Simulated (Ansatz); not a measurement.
CH₇Al₂BOSi. The species carries charge 0 and has multiplicity 1. The bonds changed during the relaxation, so this is another structure than the one it started from. The structure was optimised at the PBE0-D4/def2-TZVP level.

```xyz
13

B    -0.894    1.438   -0.284
C    -1.450    0.075   -0.292
Si   -1.443   -1.040    1.230
O     0.185   -1.039    1.515
Al    0.637   -0.152    0.095
Al    2.944   -0.080   -1.053
H    -1.041    2.326   -1.069
H     0.019    1.667    0.550
H    -2.107   -0.196   -1.116
H    -1.972   -2.391    0.901
H    -2.214   -0.502    2.381
H     3.966    1.104   -0.768
H     3.371   -1.209   -2.089
```

Q: What is the dipole moment at ωB97M-V/def2-TZVPP? (Best estimate.)

A: Ansatz gave: 1.26 D, with components (0.47, 0.24, -1.14) D in this frame, pointing from negative to positive charge.

Q: And with PBE, r2SCAN, B3LYP? (Estimate.)

A: Ansatz gave: PBE 1.16 D, r2SCAN 1.17 D, B3LYP 1.21 D.

Q: Give the Mulliken charges with ωB97M-V, PBE, r2SCAN in def2-TZVPP. (An estimate is asked.)

A: Ansatz gave: 
| atom | ωB97M-V | PBE | r2SCAN |
| --- | --- | --- | --- |
| B1 | -0.16 | -0.07 | -0.01 |
| C2 | -0.31 | -0.17 | -0.26 |
| Si3 | 0.43 | 0.42 | 0.53 |
| O4 | -0.45 | -0.38 | -0.48 |
| Al5 | 0.19 | 0.16 | 0.21 |
| Al6 | 0.36 | 0.33 | 0.48 |
| H7 | 0.08 | 0.01 | 0.00 |
| H8 | 0.05 | 0.00 | -0.03 |
| H9 | 0.11 | 0.09 | 0.08 |
| H10 | -0.06 | -0.09 | -0.11 |
| H11 | -0.05 | -0.08 | -0.10 |
| H12 | -0.10 | -0.10 | -0.15 |
| H13 | -0.10 | -0.11 | -0.16 |

B3LYP here is the variant with VWN-RPA as its local correlation; programs differ in this.
